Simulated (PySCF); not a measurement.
Coordinates in bohr (charge 0 multiplicity 1):
```
Se    0.0000    0.0000   -0.6994
F     2.4391    0.0000    1.4776
F    -2.4391    0.0000    1.4776
```

Computed with PySCF, PBE0, basis Se def2-TZVP, F def2-TZVP (no relativity, density fitting).

This geometry of SeF2 is a stationary point at this level.

Problem. What is the point group?

Solution. C2v.

Problem. Is it a minimum?

Solution. Yes: all harmonic wavenumbers are real.

Problem. Which band is strongest in the infrared?

Solution. 691 cm⁻¹ (b2), 102 km/mol.

Problem. What are the dipole moment and the gap between the highest occupied and lowest empty levels?

Solution. 1.94 D and 4.83 eV.
